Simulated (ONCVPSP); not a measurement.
What one change does to a pseudopotential (thallium, ONCV)

* Element: Tl (Z = 81)
* Generator: ONCVPSP 4.0.1
* Type: optimised norm-conserving Vanderbilt (ONCV)
* Functional: LDA (Perdew-Wang 92)
* Relativity: fully relativistic
* Frozen core: [Kr] 4d10 4f14
* Valence charge: 21
* Reference configuration: 5s2 5p6 5d10 6s1.75 6p1.25
* Partial waves: 5s+6s: rc 1.40 bohr, ncon 3, nbas 6, qcut 7.1 1/bohr, 2 projectors; 5p+6p: rc 1.85 bohr, ncon 4, nbas 9, qcut 5.8 1/bohr, 2 projectors; 5d: rc 1.35 bohr, ncon 4, nbas 7, qcut 6.4 1/bohr, 2 projectors, debl 1 Ha
* Local potential: polynomial inside 1.25 bohr (lpopt 5, dvloc0 -1 Ha)
* Core correction: Teter function fitted to the true core (icmod 2), fcfact 0.35

Open shells are filled in proportion to 2j + 1.

All-electron outer shells of the reference configuration (LDA (PZ), scalar-relativistic, ld1.x):

```
shell  level (eV)  outermost node (bohr)  outermost maximum (bohr)
   4d     -375.41                   0.19                      0.39
   5s     -131.80                   0.46                      0.80
   4f     -114.92                      –                      0.36
   5p      -76.76                   0.50                      0.90
   5d      -16.10                   0.53                      1.11
   6s      -10.17                   1.04                      2.05
   6p       -2.80                   1.23                      2.87
```

Change: local potential polynomial inside 1.25 bohr (lpopt 5, dvloc0 7.5 Ha).

Cutoffs: the cutoffs (Ha) at which the residual kinetic energy of the hardest occupied pseudo-wave falls to 1 and 0.1 mHa per electron; they do not see the model core or the augmentation charge, which bear on the density cutoff. Errors are all-electron minus pseudo energies relative to the spin-unpolarised reference configuration.

**Question.** What does the change do?

**Answer.** The potential gets neither clearly harder nor softer (26 Ha and 71 Ha → 26 Ha and 71 Ha); the errors of the 3 common tests hardly move; the range in which the p1/2 phases agree narrows (upper end 4.8 → 3.7); neither file shows a bound ghost.

| quantity | base | changed |
| --- | --- | --- |
| cutoff, loose | 26 Ha | 26 Ha |
| cutoff, tight | 71 Ha | 71 Ha |
| bound ghosts | none | none |
| GHOST(+) flags under 300 eV | s at 208.2 eV | none |
| tests with a reliable result | 3 of 4 | 3 of 4 |
| error for 5s2 5p6 5d10 6s2 6p1, meV [ΔE -1.80 eV] | -0.2 | -0.2 |
| error for 5s2 5p6 5d10 6s2 6p0, meV [ΔE 3.71 eV] | -0.1 | 0.0 |
| error for 5s2 5p6 5d10 6s1 6p0, meV [ΔE 24.91 eV] | -1.7 | -1.7 |
| s: phases at 1.42 bohr within 0.05 rad from the reference energy up to (Ha; the scan ends near 5) | to the end of the scan | to the end of the scan |
| p3/2: phases at 1.88 bohr within 0.05 rad from the reference energy up to (Ha; the scan ends near 5) | to the end of the scan | to the end of the scan |
| p1/2: phases at 1.88 bohr within 0.05 rad from the reference energy up to (Ha; the scan ends near 5) | 4.8 | 3.7 |
| d5/2: phases at 1.37 bohr within 0.05 rad from the reference energy up to (Ha; the scan ends near 5) | to the end of the scan | to the end of the scan |
| d3/2: phases at 1.37 bohr within 0.05 rad from the reference energy up to (Ha; the scan ends near 5) | to the end of the scan | to the end of the scan |
| rms error of d²Exc/dni dnj with the model core, mHa | 3.02 | 3.02 |
